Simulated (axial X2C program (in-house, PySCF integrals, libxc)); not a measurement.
## Curves of NdBr from open-shell CI on f3 s2

Calculated with an axial X2C code built on PySCF integrals: two-component X2C with atomic mean-field Coulomb and Gaunt terms, basis Nd dyall-v3z, Br dyall-v3z (cores contracted in-house). Orbitals come from Hartree–Fock averaged over the configuration Nd f3 s2; CI then distributes these electrons over the f, s shells of Nd.

Scan along the bond; masses Nd 141.908 u, Br 78.918 u. Energies in cm⁻¹ from the lowest point; levels are followed by energy order within each Ω. Lowest level at 2.687 Å: 100% f3 s2.

```csv
R (Å),(1)Ω=9/2,(1)Ω=7/2,(1)Ω=5/2,(1)Ω=3/2,(1)Ω=1/2,(1)Ω=11/2,(2)Ω=9/2,(2)Ω=7/2,(2)Ω=5/2
2.499,1759,2103,2172,2243,2310,3546,3822,3941,4016
2.593,394,718,797,873,938,2182,2444,2566,2645
2.687,0,305,391,469,532,1788,2038,2162,2243
2.794,389,674,766,844,904,2177,2414,2538,2620
2.902,1392,1659,1754,1832,1888,3181,3407,3531,3613
3.023,2979,3226,3324,3400,3453,4770,4985,5108,5189
3.171,5289,5515,5612,5687,5736,7084,7288,7409,7490
```

Fit the curves (1)Ω=9/2, (1)Ω=7/2, (1)Ω=5/2, (1)Ω=3/2, (1)Ω=1/2, (1)Ω=11/2, (2)Ω=9/2, (2)Ω=7/2, (2)Ω=5/2 near their minima.

From the open-shell CI curves, Te from the lowest:

```tsv
level	Te (cm⁻¹)	Re (Å)	ωe (cm⁻¹)
(1)Ω=9/2	0	2.688	227.8
(1)Ω=7/2	305	2.690	227.0
(1)Ω=5/2	391	2.689	227.0
(1)Ω=3/2	468	2.689	226.9
(1)Ω=1/2	531	2.690	226.7
(1)Ω=11/2	1788	2.688	227.8
(2)Ω=9/2	2038	2.689	227.3
(2)Ω=7/2	2162	2.689	227.2
(2)Ω=5/2	2242	2.689	227.1
```

Without dynamic correlation distances can be off by several hundredths of an Å (long for ionic bonds, short for multiple bonds) and the wavenumbers are rough.

The 9 lowest curves are shown; the next is (2)Ω=3/2, from 2296 cm⁻¹.

Dynamic correlation is missing, so gaps between terms are too wide and other configurations may lie lower; the lowest level listed is that of this model, not necessarily the ground state. At most 4 roots were kept for each Ω > 0 (twice that for Ω = 0) within 2.2 eV of the lowest, so higher up levels can be missing between those listed; levels with Ω > 0 are doubly degenerate and listed once, Ω = 0 levels singly.
